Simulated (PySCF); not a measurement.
B(F)2(OH) (BF2HO), SMILES FB(F)O.

Geometry optimised at B3LYP-D3(BJ)/def2-TZVP. The values are those of a single conformer.

Method: PySCF with TDA-B3LYP/def2-SVPD.

Vertical excitations. Gas-phase values at a fixed geometry. State labels are in the subgroup Cs.

Task: List the lowest excited states. (The exact figures need the calculation; the answer reports its results.)

Result: 
```json
[
 {"state": "S1", "symmetry": "A\"", "energy (eV)": "8.86", "λ (nm)": "140", "f": "0.027", "main pairs": "HOMO→LUMO 98 %"},
 {"state": "S2", "symmetry": "A'", "energy (eV)": "9.41", "λ (nm)": "132", "f": "0.023", "main pairs": "HOMO−1→LUMO 98 %"},
 {"state": "S3", "symmetry": "A\"", "energy (eV)": "10.38", "λ (nm)": "119", "f": "0.002", "main pairs": "HOMO−1→LUMO+1 81 %, HOMO→LUMO+2 17 %"},
 {"state": "S4", "symmetry": "A\"", "energy (eV)": "10.45", "λ (nm)": "119", "f": "0.000", "main pairs": "HOMO→LUMO+2 80 %, HOMO−1→LUMO+1 17 %"},
 {"state": "S5", "symmetry": "A'", "energy (eV)": "10.46", "λ (nm)": "119", "f": "0.029", "main pairs": "HOMO−2→LUMO 96 %"},
 {"state": "S6", "symmetry": "A\"", "energy (eV)": "10.78", "λ (nm)": "115", "f": "0.000", "main pairs": "HOMO−3→LUMO 98 %"},
 {"state": "S7", "symmetry": "A'", "energy (eV)": "10.97", "λ (nm)": "113", "f": "0.125", "main pairs": "HOMO→LUMO+1 67 %"},
 {"state": "S8", "symmetry": "A'", "energy (eV)": "11.03", "λ (nm)": "112", "f": "0.065", "main pairs": "HOMO−1→LUMO+2 84 %"},
 {"state": "S9", "symmetry": "A\"", "energy (eV)": "11.18", "λ (nm)": "111", "f": "0.000", "main pairs": "HOMO−2→LUMO+1 99 %"},
 {"state": "S10", "symmetry": "A'", "energy (eV)": "11.46", "λ (nm)": "108", "f": "0.152", "main pairs": "HOMO−4→LUMO 90 %"},
 {"state": "T1", "symmetry": "A\"", "energy (eV)": "8.52", "λ (nm)": "145", "f": "0", "main pairs": "HOMO→LUMO 95 %"},
 {"state": "T2", "symmetry": "A'", "energy (eV)": "9.10", "λ (nm)": "136", "f": "0", "main pairs": "HOMO−1→LUMO 86 %"},
 {"state": "T3", "symmetry": "A'", "energy (eV)": "9.14", "λ (nm)": "136", "f": "0", "main pairs": "HOMO→LUMO+1 90 %"},
 {"state": "T4", "symmetry": "A\"", "energy (eV)": "10.01", "λ (nm)": "124", "f": "0", "main pairs": "HOMO−1→LUMO+1 98 %"}
]
```
Triplets are in the Tamm–Dancoff approximation.
